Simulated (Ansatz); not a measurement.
Ideal-gas functions of Cl3SSi, SMILES `[S][Si](Cl)(Cl)Cl` radical at 298.15 K and 1 bar, from an Ansatz frequency run at PBE0-D4/def2-TZVP.

Molar mass 166.51 g/mol, point group Cs (symmetry number 1), electronic degeneracy 2, moments of inertia 368.295, 389.454, 400.252 u Å². Harmonic wavenumbers (cm⁻¹, unscaled): 87, 126, 192, 204, 214, 409, 587, 605, 621.

Use S(trans) = R[1.5 ln M + 2.5 ln T − 1.1517]; rotational temperatures θ = 24.2544 K / I; S(rot) = R[ln(√π/σ · √(T³/θAθBθC)) + 1.5]; for each mode x = 1.438777 ν̃/T, S = R[x/(eˣ − 1) − ln(1 − e⁻ˣ)] and H = RT x/(eˣ − 1); 1 cm⁻¹ = 0.0119627 kJ/mol; R = 8.31446 J/(mol·K).

Task: By hand: the entropy, in J/(mol·K).

Result: Translation 172.6. Rotation: θ = 0.0659, 0.0623, 0.0606 K, giving 122.8. Vibration, mode by mode: 15.59, 12.58, 9.24, 8.77, 8.41, 3.89, 1.98, 1.85, 1.74, in all 64.0. Electronic 5.8. Sum 365.2 J/(mol·K).

Task: By hand: H − E and G − E in kJ/mol, counted from the electronic energy.

Result: Zero-point energy ½ × 3045 × 0.0119627 = 18.2; thermal vibration 10.2; translation, rotation and pV give 4 RT = 9.9. H − E = 38.3 kJ/mol, and G − E = 38.3 − 298.15 × 365.2/1000 = -70.6 kJ/mol.

Vibration gives 18 % of the entropy, 28.2 J/(mol·K) of it from the modes under 150 cm⁻¹: soft modes count most, and the harmonic formula is weakest for them.
